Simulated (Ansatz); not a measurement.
Species: C₄H₁₀O, net charge 0, singlet state. 
Coordinates optimised at B3LYP-D3(BJ)/def2-TZVP (Ansatz, a program for electronic structure):
```xyz
15

C     -0.1469     1.5674     0.1858
C     -0.4585     0.0755     0.2483
C     -1.7711    -0.2620    -0.4354
O      0.5451    -0.7063    -0.3968
C      1.7693    -0.7879     0.2970
H      0.7860     1.8099     0.6955
H     -0.9432     2.1408     0.6641
H     -0.0656     1.8890    -0.8545
H     -0.5108    -0.2339     1.3034
H     -1.7280     0.0185    -1.4896
H     -1.9690    -1.3321    -0.3733
H     -2.5977     0.2754     0.0320
H      2.3021     0.1694     0.3228
H      2.3875    -1.5139    -0.2296
H      1.6207    -1.1310     1.3296
```

Basis-set convergence of Hartree-Fock and MP2 correlation energies (hartree) with Ansatz. Correlated levels leave the core frozen unless marked. No spin-orbit coupling. Non-relativistic.

```tsv
basis	functions	E(HF)	E(corr, MP2)
cc-pVDZ	120	-232.15799	-0.76610
cc-pVTZ	290	-232.22878	-0.94880
cc-pVQZ	575	-232.24486	-1.01141
```

Extrapolating the two largest sets (X = 3 and 4) as X^-3: E(corr) = (64·(-1.01141) - 27·(-0.94880))/37 = -1.0571 Eh, an estimate of the basis-set limit. The largest set recovers 95.7 % of it, the smallest 72.5 %.
